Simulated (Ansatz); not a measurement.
Reaction (ligand exchange at a W–O bond): `[O]=[W]([OH])([OH])([Cl])[Cl]` + HCl → `[O]=[W]([OH])([Cl])([Cl])[Cl]` + H₂O

Computed with Ansatz on PBE0-D4/def2-TZVP structures; ΔE is electronic, products minus reactants. CCSD(T)/CBS adds triple-zeta CCSD(T) − MP2 to the extrapolated MP2 energy (def2 sets, frozen cores). This one scheme is used for every species. DFT in def2-TZVPP. B3LYP here is the variant with VWN-RPA as its local correlation; programs differ in this. def2 core potentials past Kr. For W outer-core shells are correlated without core-valence functions, which leaves a few kJ/mol of doubt a bond. One conformer a species, not always the lowest.

(1) Is it downhill or uphill in electronic energy at CCSD(T)/CBS, and by how much? (Best estimate.)

(2) What do these levels give: PBE-D4, B3LYP-D4, ωB97M-V, B2PLYP, PBE0, MP2/def2-TZVPP, SCS-MP2/def2-TZVPP, CCSD/def2-TZVPP, HF/def2-QZVPP, MP2/def2-QZVPP, HF/CBS(def2), CCSD/CBS(def2)? (Best estimate.)

Largest T1 diagnostic among the species: 0.021, so the coupled-cluster value is less sure than usual.

Results:

(1) The calculation gave: Downhill: ΔE = -3.4 kJ/mol.

(2) The calculation gave: PBE-D4 -2.3, B3LYP-D4 1.4, ωB97M-V 4.0, B2PLYP 0.7, PBE0 -0.8, MP2/def2-TZVPP -11.4, SCS-MP2/def2-TZVPP -4.3, CCSD/def2-TZVPP 6.2, HF/def2-QZVPP 7.3, MP2/def2-QZVPP -15.7, HF/CBS(def2) 7.1, CCSD/CBS(def2) -0.6 kJ/mol.

In def2-TZVPP, CCSD(T) changes the Hartree–Fock value by −5.2 kJ/mol (the triples alone add −2.8 kJ/mol) and MP2 by −19.9 kJ/mol. The D4 term adds −4.3 kJ/mol with B3LYP and −2.2 kJ/mol with PBE0; it sums over pairs of atoms, weighted by their polarisabilities, and B3LYP, whose exchange is more repulsive, gets the larger term.
